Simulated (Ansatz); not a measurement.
CH$_{2}$BBrFN (`C=NB(F)Br`), 7 atoms. Charge 0, multiplicity 1. Correlated methods include outer-core shells of Br, which these sets cover unevenly. Scalar relativity is left out up to krypton. All runs use 4 threads of a server CPU on a shared host. Correlated methods freeze the cores.

Task: Give the basis size and wall time and peak host memory of each of these runs in Ansatz. RHF-CCSD(T)/def2-SVP energy; RKS ωB97M-V/def2-QZVPP energy; RKS BHLYP-D4/def2-TZVPP energy; RHF-MP2/def2-QZVPP energy; direct RPA on PBE orbitals/def2-TZVPP energy; RKS PBE0-D4/def2-TZVP relaxation (19 steps); RKS PBE0-D4/def2-TZVP frequencies; RKS ωB97X-V/def2-TZVPP energy; RKS PBE0-D4/def2-QZVPP energy; RKS r2SCAN0-D4/def2-TZVPP energy; RKS LC-ωPBE/def2-TZVPP energy; RKS ωB97M-V/def2-SVP energy. (Best estimate.)

Result: The calculation gave: Other jobs shared the machine, so times are rough.

```csv
level,job,functions,wall time,peak host memory (GiB)
RKS LC-ωPBE/def2-TZVPP,energy,200,2 s,0.31
RKS BHLYP-D4/def2-TZVPP,energy,200,2.4 s,0.48
direct RPA on PBE orbitals/def2-TZVPP,energy,200,3.7 s,0.41
RKS r2SCAN0-D4/def2-TZVPP,energy,200,4 s,0.48
RKS ωB97M-V/def2-SVP,energy,98,4 s,0.28
RHF-CCSD(T)/def2-SVP,energy,98,5.5 s,0.41
RKS ωB97X-V/def2-TZVPP,energy,200,6 s,0.55
RKS PBE0-D4/def2-QZVPP,energy,377,6.5 s,1.2
RKS ωB97M-V/def2-QZVPP,energy,377,15 s,1.4
RHF-MP2/def2-QZVPP,energy,377,17 s,1.7
RKS PBE0-D4/def2-TZVP,relaxation (19 steps),184,61 s,0.45
RKS PBE0-D4/def2-TZVP,frequencies,184,92 s,0.45
```

LC-ωPBE has ω = 0.4 bohr⁻¹.
